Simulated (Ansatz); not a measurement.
C$_{3}$H$_{7}$O$_{3}$ (SMILES COC(=[OH+])OC), charge +1, singlet, geometry from GFN2-xTB, atoms displaced at random by about 0.03 Å a coordinate; Ansatz (a program for electronic structure) with PBE0/6-31G, gradient.

Ansatz was given this input:
Ansatz 0.2 input:
```yaml
crystal:
  periodic: [false, false, false]
  atoms:
    - {symbol: C, position_ang: [2.32503308, 0.15517471, 0.05675448]}
    - {symbol: O, position_ang: [1.13817336, -0.60985451, 0.14162482]}
    - {symbol: C, position_ang: [-0.05571991, -0.03126968, 0.07845390]}
    - {symbol: O, position_ang: [-0.21203686, 1.26688262, -0.21633524]}
    - {symbol: O, position_ang: [-0.93605950, -0.83742274, 0.09595398]}
    - {symbol: C, position_ang: [-2.37777111, -0.35460812, -0.11257452]}
    - {symbol: H, position_ang: [2.29410809, 0.98255817, 0.87508974]}
    - {symbol: H, position_ang: [3.17344376, -0.53314219, 0.26205407]}
    - {symbol: H, position_ang: [2.48156287, 0.68107117, -0.87845841]}
    - {symbol: H, position_ang: [0.56147126, 1.84935016, -0.28154746]}
    - {symbol: H, position_ang: [-2.60610873, 0.39839348, 0.70810743]}
    - {symbol: H, position_ang: [-2.45706175, 0.07950475, -1.07060369]}
    - {symbol: H, position_ang: [-3.01580714, -1.24422184, 0.05450281]}
basis:
  gaussian:
    orbitals: 6-31G
hamiltonian:
  xc: pbe0
total_charge: 1
output: {forces: true}
```

Output, abridged:

```
Functional definition: PBE0
830 factors; integrals over basis functions are off by at most 2.0e-4 eV
mean field evaluation 1: about -9334.2339 eV, gradient 7.1e1 eV
mean field evaluation 2: about -9329.4990 eV, gradient 8.8e1 eV
mean field evaluation 4: about -9343.5392 eV, gradient 3.0e0 eV
mean field evaluation 8: about -9343.8820 eV, gradient 1.7e-1 eV
mean field evaluation 16: about -9343.8821 eV, gradient 7.5e-5 eV
mean field -9343.88207008 eV, -343.3813325645 hartree, gradient 1.4e-5 eV, S^2 0.000000; 0 other end points of the search recorded, 0 dependent functions left out
the calculation of the forces begins
reference -9343.88208831 eV, -343.3813332347 hartree; 24, 24 occupied and 44, 44 virtual orbitals, 830 factors
Total energy: -9343.88208831 eV, -343.3813332347 hartree
Atom 0 at     2.325033     0.155175     0.056754 Å, force     2.056924     2.133407     2.226566 eV/Å
Atom 1 at     1.138173    -0.609855     0.141625 Å, force    -0.882841     0.032365     0.103129 eV/Å
Atom 2 at    -0.055720    -0.031270     0.078454 Å, force     6.635540     3.378412    -1.569654 eV/Å
Atom 3 at    -0.212037     1.266883    -0.216335 Å, force    -0.950046    -1.139535     0.581446 eV/Å
Atom 4 at    -0.936060    -0.837423     0.095954 Å, force    -6.893286    -2.774161     0.206132 eV/Å
Atom 5 at    -2.377771    -0.354608    -0.112575 Å, force    -0.880857    -0.379108     2.889123 eV/Å
Atom 6 at     2.294108     0.982558     0.875090 Å, force     0.349512    -1.466613    -1.021059 eV/Å
Atom 7 at     3.173444    -0.533142     0.262054 Å, force    -0.729724     0.514803    -0.158245 eV/Å
Atom 8 at     2.481563     0.681071    -0.878458 Å, force    -0.190665    -0.336315    -0.661940 eV/Å
Atom 9 at     0.561471     1.849350    -0.281547 Å, force     0.348065     0.109092     0.072034 eV/Å
Atom 10 at    -2.606109     0.398393     0.708107 Å, force     0.438515    -0.855416    -1.058994 eV/Å
Atom 11 at    -2.457062     0.079505    -1.070604 Å, force     0.023575     0.361397    -1.249431 eV/Å
Atom 12 at    -3.015807    -1.244222     0.054503 Å, force     0.675287     0.421670    -0.359107 eV/Å
Dipole moment:     0.033198     0.632306    -0.076355 e Å
```
